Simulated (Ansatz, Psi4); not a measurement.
Here is a job for Psi4.
```
memory 2 GB

molecule {
0 1
Si    0.06685327   -0.42675674    0.00274181
O    -0.16591088    1.05908930   -0.00680439
H    -0.98465592   -1.43401683   -0.00031696
H     1.37599714   -1.06410322    0.01636676
}

set {
  basis def2-svpd
  scf_type pk
  puream true
  d_convergence 1e-8
}

energy('scf')
print_variables()
```

**Question.** Give the equivalent Ansatz (a program for electronic structure) input.

**Answer.** One answer among several that fit: 
Ansatz 0.2 input:
```yaml
crystal:
  periodic: [false, false, false]
  atoms:
    - {symbol: Si, position_ang: [0.06685327, -0.42675674, 0.00274181]}
    - {symbol: O, position_ang: [-0.16591088, 1.05908930, -0.00680439]}
    - {symbol: H, position_ang: [-0.98465592, -1.43401683, -0.00031696]}
    - {symbol: H, position_ang: [1.37599714, -1.06410322, 0.01636676]}
basis:
  gaussian:
    orbitals: def2-SVPD
hamiltonian:
  xc: hf
accuracy: high
```

Both were run: Psi4 gave -364.786697 Eh and Ansatz -364.786697 Eh, 0.000 mEh apart.
